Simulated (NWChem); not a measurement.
## Extrapolating the UMP2 correlation energy of BF (+1)

```
B
F 1 1.2147
```
Charge +1, spin multiplicity 2.

All runs are NWChem calculations. The geometry was optimised at UPBE0/def2-SVP, a minimum by its harmonic frequencies.

The correlated methods keep 2 core orbitals frozen. This spin state was chosen for the runs; another may lie lower. The structure started from a generated list of species. The unpaired electrons of the parent sit in orbitals of symmetry a1 (C2v labels of the run); other states weren't searched. The stability of the SCF solutions was not checked. Open-shell Hartree-Fock references start from PBE0 orbitals; any time given for them includes that run.

Worked example. The UMP2 correlation energy is -290.27 mHa in cc-pVTZ and -315.57 mHa in cc-pVQZ. The form E(X) = E∞ + A/X³ turns the pair into an estimate of the basis-set limit.

E∞ = (4³·(-315.57) − 3³·(-290.27))/(4³ − 3³) = -334.0 mHa. The larger basis holds 94 % of that, at about 4 times the processor time of the smaller one. This is a two-point estimate.
